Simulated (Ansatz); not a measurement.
Basis-set extrapolation for CH3AlClF (PBE0-D4/def2-TZVP geometry, frozen core, Ansatz 0.2.0). Multiplicity 1, RHF reference.

```csv
,def2-TZVPP,def2-QZVPP
HF,-840.521055,-840.547240
MP2 correlation,-0.687639,-0.748867
CCSD(T) correlation,-0.753383,not run
```

Energies in hartree. Use E(X) = E(∞) + A·exp(−7.88·√X) for Hartree–Fock and E(X) = E(∞) + B·X^(−2.97) for correlation, with X = 3 and 4, and add CCSD(T) minus MP2 of the smaller set to the MP2 limit.

What is the CCSD(T) energy at the basis-set limit?

HF limit: -840.547240 + (-0.026185) × 0.13774 = -840.55085. MP2 limit: -0.748867 + (-0.061228) × 0.74074 = -0.79422. Higher-order term: -0.753383 − (-0.687639) = -0.06574. Total: -841.41081 hartree, 85.6 kcal/mol below CCSD(T)/def2-TZVPP.
